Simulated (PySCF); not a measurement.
Molecule: SMILES CCB(F)F, C$_{2}$H$_{5}$BF$_{2}$.

Cartesian coordinates in Å; atom numbers follow the order of the lines, from 1:
```xyz
10

C    -1.1984    0.0869   -0.0596
C     0.2005   -0.4316   -0.3644
B     1.3570    0.2646    0.4175
F     1.1674    1.3612    1.1305
F     2.5941   -0.2010    0.3918
H    -1.4727   -0.0952    0.9909
H    -1.9606   -0.3962   -0.6887
H    -1.2685    1.1726   -0.2252
H     0.4436   -0.3089   -1.4377
H     0.2800   -1.5199   -0.1957
```

Spin–spin couplings on one PBE0-D3(BJ)/def2-SVP geometry, PySCF 2.14.0 with density-fitted response routines, gas phase, non-relativistic, equivalent pairs averaged (spin–dipole term only in couplings to heteroatoms); isotopes $^{11}$B, $^{19}$F, $^{13}$C, $^{1}$H; functional B3LYP.

Task: How do the couplings (Hz) change with the basis set? Times are CPU seconds on shared hosts with different chips, so compare them loosely. Far from the basis limit: pcJ-0, 6-31G*, def2-TZVP, cc-pVTZ.

Result: 
```tsv
basis set	functions	$^{1}J$(B3,F4)	$^{1}J$(C1,H6)	$^{1}J$(C2,H9)	$^{1}J$(C2,B3)	$^{1}J$(C1,C2)	$^{2}J$(F4,F5)	$^{2}J$(H9,H10)	core-s
pcJ-0	80	-249.2	114.6	104.6	65.8	27.6	-395.9	-20.9	5.3
6-31G*	80	-52.1	142.0	134.9	92.4	48.1	-131.9	-21.4	6.1
pcJ-1	185	-141.7	133.7	121.7	82.4	36.9	-215.7	-21.2	16
def2-TZVP	185	-143.0	126.0	114.8	85.5	34.9	-230.3	-18.3	16
cc-pVTZ	220	-173.9	118.3	105.8	78.4	25.4	-225.4	-17.9	24
aug-cc-pVTZ-J	330	-129.9	134.5	122.0	82.8	34.7	-196.9	-22.1	41
```

The Fermi-contact term samples the wavefunction at the nucleus, which is why sets with added tight s functions (names with J) are made for couplings.
